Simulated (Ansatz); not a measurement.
Abridged output of a molecular run in Ansatz:

```
Functional definition: HF
1174 factors; integrals over basis functions are off by at most 7.8e-4 eV
mean field evaluation 1: about -22426.9555 eV, gradient 5.3e1 eV
mean field evaluation 2: about -22427.1831 eV, gradient 5.3e1 eV
mean field evaluation 4: about -22433.3951 eV, gradient 4.0e0 eV
mean field evaluation 8: about -22433.4557 eV, gradient 4.4e-1 eV
mean field -22433.45626000 eV, -824.4143116123 hartree, gradient 2.3e-6 eV, S^2 0.000000; 0 other end points of the search recorded, 0 dependent functions left out
9 core orbitals not correlated: weight in the atoms' cores, before any rotation towards them, 1.000 or more for the frozen orbitals, at most 0.000 for the correlated occupied ones
reference -22433.45626000 eV, -824.4143116123 hartree; 26, 26 occupied and 85, 85 virtual orbitals, 1174 factors
second order -32.56379213 eV of doubles, -0.00000000 eV of singles
cycle   1  -31.72449063 eV  change    8.4e-1 eV  update   1.6e-1
cycle   2  -32.48644453 eV  change   -7.6e-1 eV  update   5.2e-2
cycle   3  -32.68047501 eV  change   -1.9e-1 eV  update   2.8e-2
cycle   4  -32.67741908 eV  change    3.1e-3 eV  update   8.7e-3
cycle   5  -32.66202844 eV  change    1.5e-2 eV  update   3.8e-3
cycle   6  -32.66437497 eV  change   -2.3e-3 eV  update   1.2e-3
cycle   7  -32.66447923 eV  change   -1.0e-4 eV  update   3.8e-4
cycle   8  -32.66404981 eV  change    4.3e-4 eV  update   1.3e-4
cycle   9  -32.66406953 eV  change   -2.0e-5 eV  update   4.9e-5
perturbative correction -0.83300073 eV, -0.0306122123 hartree
Total energy: -22466.95333026 eV, -825.6453062392 hartree
```

Its atoms:

```xyz
9

C     1.9773    0.2330   -1.1752
Ag    0.1938    0.0225   -0.1154
P    -1.7971   -0.2119    1.0681
F    -3.1336   -0.1687    0.2805
F    -2.1253    0.8270    2.1732
F    -2.0262   -1.5167    1.8764
H     2.7306    0.7301   -0.5597
H     1.8176    0.8297   -2.0763
H     2.3629   -0.7452   -1.4716
```

(1) Which basis set was used?
A. def2-TZVPP
B. def2-SVPD
C. def2-TZVPPD
D. def2-SVP

(2) Write the keys of the input that set method, charge and spin (a neutral closed shell needs none for the last two).

## Answers

(1) D. It gives 120 functions.

(2) 
```yaml
correlation: {method: ccsd_t}
```
